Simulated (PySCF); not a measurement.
## Removing an electron from `C[SiH2][CH2][GeH2][C]#N`

C3H9GeNSi.
Atom-mapped SMILES: `[CH3:1][SiH2:2][CH2:3][GeH2:4][C:5]#[N:6]` (hydrogens: H7, H8, H9 on C1; H10, H11 on Si2; H12, H13 on C3; H14, H15 on Ge4)

Cartesian coordinates in Å at the PBE0-D3(BJ)/def2-SVP level; atoms count from 1:
```xyz
15
C3H9GeNSi angstrom
C      1.9889    1.0043   -0.3653
Si     1.2294   -0.6970   -0.5694
C     -0.3362   -0.9129    0.4723
Ge    -1.8899    0.1075   -0.0924
C     -1.4795    1.9879    0.1060
N     -1.2000    3.1070    0.2273
H      2.9014    1.0871   -0.9756
H      1.2967    1.8033   -0.6697
H      2.2663    1.1824    0.6853
H      0.8732   -0.9465   -2.0030
H      2.2085   -1.7504   -0.1521
H     -0.1246   -0.6606    1.5246
H     -0.6301   -1.9761    0.4502
H     -2.2193   -0.0922   -1.5779
H     -3.1265   -0.1417    0.7832
```

Level: wB97X-D/def2-SVPD (PySCF). Frontier orbitals with their largest atomic shares (Löwdin; up to four atoms above 4 %):

```json
{"orbital": "HOMO−3", "ε (eV)": "-11.47", "main atoms": "N6 27 %, C5 22 %, Ge4 12 %, H14 10 %"}
{"orbital": "HOMO−2", "ε (eV)": "-11.22", "main atoms": "Si2 28 %, H10 27 %, C1 13 %, C3 11 %"}
{"orbital": "HOMO−1", "ε (eV)": "-11.04", "main atoms": "C1 30 %, Si2 20 %, C3 15 %, H7 4 %"}
{"orbital": "HOMO", "ε (eV)": "-10.71", "main atoms": "?"}
{"orbital": "LUMO", "ε (eV)": "1.28", "main atoms": "Ge4 27 %, C5 16 %, N6 15 %, C3 8 %"}
{"orbital": "LUMO+1", "ε (eV)": "1.51", "main atoms": "Ge4 24 %, N6 23 %, C5 23 %, H15 8 %"}
{"orbital": "LUMO+2", "ε (eV)": "1.74", "main atoms": "Ge4 41 %, C5 14 %, H14 12 %, H15 9 %"}
```

Question: What vertical ionisation energy does ΔSCF give, and how far is −ε(HOMO) from it?

Answer: ΔSCF: 10.89 eV (1051 kJ/mol; threshold wavelength 114 nm); ⟨S²⟩ of the doublet left behind is 0.761, against 0.75 for a pure doublet. −ε(HOMO) is 10.71 eV, 0.18 eV below it. In exact Kohn–Sham theory the two would be equal; wB97X-D (range-separated hybrid) comes within 0.18 eV of that here.

Question: On which atoms does the HOMO lie?

Answer: C3 (sp3 carbon bound to silicon) 24 %, Si2 (SiH2 silicon) 18 %, H11 (Si–H hydrogen) 16 %, Ge4 (germanium bonded to 2 C and 2 H) 14 %, so no atom holds as much as 40 %. The HOMO−1 lies 0.33 eV lower.

Question: What total energies stand behind the ΔSCF value?

Answer: E(N) = -2540.51198 Eh and E(N − 1) = -2540.11165 Eh at the same geometry, 0.40033 Eh apart.

Question: With α = 94.6 au, estimate the like-pair dispersion coefficient by London's formula C6 = (3/4)α²I.

Answer: I = 0.4003 Eh, so C6 ≈ 2690 au, a rough estimate.

Question: What kinetic energy would electrons from this vertical process carry with He II light (40.814 eV)?

Answer: 40.81 − 10.89 = 29.92 eV.

Question: How many of the 10 lowest singlet excitations (vertical TDDFT, same level) lie below the ionisation energy?

Answer: All 10; they run from 7.18 to 8.56 eV.

One conformer (not necessarily the lowest) at the PBE0-D3(BJ)/def2-SVP geometry, without solvent, vibrations or thermal averaging. The calculation is non-relativistic, for germanium too.

The pairwise dispersion term of wB97X-D wasn't added to the energies; at a given geometry it leaves orbitals and properties as they are.
